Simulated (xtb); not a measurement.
AlClH2OSe, SMILES [OH][Al]([Cl])[SeH]. All values are semi-empirical tight-binding results from xtb (GFN2-xTB unless named), good for trends rather than for accurate numbers. Geometry: GFN2-xTB. The structure was generated by enumeration; whether it is a known compound was not checked. Other conformers were not sampled.

Optimised geometry:

```xyz
6

Al     0.4059    -0.6644     0.0000
Cl    -0.9115    -2.2036     0.0000
O      2.0329    -0.8780     0.0000
H      2.9654    -1.0380     0.0000
Se    -0.2959     1.5331     0.0000
H      1.0528     2.0348     0.0000
```
Charge 0, spin multiplicity 1.

For metal compounds this method's bond lengths and energies can be far off.

point group as xtb finds it: Cs
orbital gap: 3.55 eV
zero-point energy: 13.6 kcal/mol
G − E(el) at 298.15 K (modified RRHO): -6.7 kcal/mol

Computed atomic charges and the Wiberg bond orders between heavy atoms:
charges (e) Al1 0.39, Cl2 -0.16, O3 -0.47, H4 0.32, Se5 -0.24, H6 0.16. Bond orders Al1–Cl2 1.30, Al1–O3 1.37, Al1–Se5 1.16.
